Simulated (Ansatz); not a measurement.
Hf2Cl8 (relaxed from a model of Hf2(Cl)8, whose bonding it doesn't keep). The state is a singlet with charge 0. Geometry r2SCAN-D4/def2-SVP, basis def2-TZVP, Ansatz.

```tsv
atom	x (Å)	y (Å)	z (Å)
Hf1	-0.058	0.086	2.053
Cl2	-0.799	-2.060	2.581
Cl3	1.680	0.338	3.591
Cl4	-1.501	1.759	2.806
Cl5	1.564	0.372	0.164
Hf6	0.054	-0.046	-2.054
Cl7	1.018	1.891	-2.931
Cl8	-1.680	-0.364	-3.582
Cl9	1.325	-1.959	-2.453
Cl10	-1.602	-0.018	-0.176
```

```tsv
run	HOMO (eV)	LUMO (eV)
A	-12.73	0.73
B	-8.52	-3.44
C	-9.51	-2.79
D	-11.70	-0.77
E	-8.12	-3.53
```

In the def2 sets Hf takes a core potential; there is no spin–orbit coupling.

Task: The runs used HF, PBE, PBE0, r2SCAN, ωB97M-V. Estimate which is which.

Result: A HF (100 % exact exchange); B r2SCAN (0 % exact exchange); C PBE0 (25 % exact exchange); D ωB97M-V (range-separated); E PBE (0 % exact exchange). Exact exchange lowers occupied and raises empty levels; among semilocal functionals meta-GGAs tend to open the gap a little, and such runs are hard to tell apart. The gap grows from 4.60 eV (PBE) to 13.46 eV (HF).
